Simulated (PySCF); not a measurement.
Dipole polarisabilities along group 10, charge +1

Calculated with PySCF 2.14 for the ground configurations, without spin-orbit coupling: coupled response for Hartree-Fock and DFT. Mean α in bohr³, C₆ of like pairs in atomic units.

| species | α UHF | α PBE | α PBE0 | C₆ UHF | C₆ PBE | C₆ PBE0 |
| --- | --- | --- | --- | --- | --- | --- |
| Ni⁺ [Ar] 3d9 (aug-cc-pwCVTZ, non-relativistic) | 5.401 | 8.222 | 7.122 | 17.08 | 26.05 | 22.65 |
| Pd⁺ [Kr] 4d9 (aug-cc-pwCVTZ-PP with ECP28MDF, ECP) | 9.851 | 12.03 | 11.26 | 58.88 | 73.52 | 68.47 |
| Pt⁺ [Xe] 4f14 5d9 (aug-cc-pwCVTZ-PP with ECP60MDF, ECP) | 14.66 | 16.96 | 16.02 | 108.2 | 128.7 | 120.5 |

The values depend on the diffuse functions of the basis.
